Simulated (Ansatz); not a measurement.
Two structures of SiH₅SBr, closed shell, reached by relaxing down either side of one saddle point (PBE0-D4/def2-TZVP). Energies are electronic, without zero-point energy. Computed with Ansatz 0.2.0 (basis: def2-TZVPP and def2-QZVPP); correlated methods freeze the cores. Filled d shells of the heavier atoms are correlated. The def2 sets are not built for correlating such inner shells, so the correlated values are less sure here. Extrapolation: Hartree–Fock as exp(−7.88 √X), correlation as X^−2.97. First:

| atom | x (Å) | y (Å) | z (Å) |
| --- | --- | --- | --- |
| Si1 | -0.3318 | -1.1423 | 0.0038 |
| S2 | 1.4112 | 0.0577 | 0.3964 |
| H3 | -0.1472 | -1.6144 | -1.3872 |
| H4 | -0.3885 | -2.2900 | 0.9413 |
| H5 | -1.5634 | -0.3272 | 0.1268 |
| H6 | 0.3886 | 1.9182 | -0.5723 |
| Br7 | -0.3991 | 2.9851 | -1.1446 |
| H8 | 1.0302 | 0.4130 | 1.6358 |

Second:

Si1  (-0.912, -0.799, -0.730)
S2  (1.767, 0.586, 1.617)
H3  (-1.932, -1.448, -1.587)
H4  (0.398, -1.465, -0.890)
H5  (-1.350, -0.792, 0.681)
H6  (1.977, 1.165, 0.425)
Br7  (-0.725, 1.310, -1.425)
H8  (0.777, 1.443, 1.910)
(Å)

(1) Which bonds change from the first to the second?

(2) Give the saddle point's structure and its height above each. (Judge from chemistry; the value comes from the calculation.)

The T1 diagnostic stays at or below 0.011.

## Answers

(1) SiH₄S ([SiH3][SH]) + HBr → SiH₃Br ([SiH3][Br]) + H₂S; bonds formed: Si1–Br7, S2–H6; bonds broken: Si1–S2, H6–Br7.

(2) By the calculation: 1.178 eV above the first and 1.527 eV above the second (CCSD(T) at an estimated basis limit (MP2 extrapolated from triple and quadruple zeta, plus CCSD(T) − MP2 in triple zeta)).
```xyz
8
angstrom
Si -0.5121 -0.6717 -0.2697
S 1.4621 0.3223 0.5125
H -0.4167 -1.1980 -1.6443
H -0.1201 -1.8651 0.5647
H -1.7814 -0.2617 0.3636
H 0.9383 1.5374 0.0862
Br -0.6295 1.7370 -1.4084
H 1.0597 0.3997 1.7956
```

Labels in which every atom is bracketed show which atoms are joined, not bond orders.

For scale, one of the runs: CCSD(T)/def2-TZVPP, 202 basis functions, launched by `ansatz run in.yaml --threads 4 --pin off --events-out ev --progress --plain --max-ram 9574MiB`. The run took 63 s on 4 CPU threads of an Arm Neoverse V1 (shared host), with 2.3 GiB of host memory at its peak.
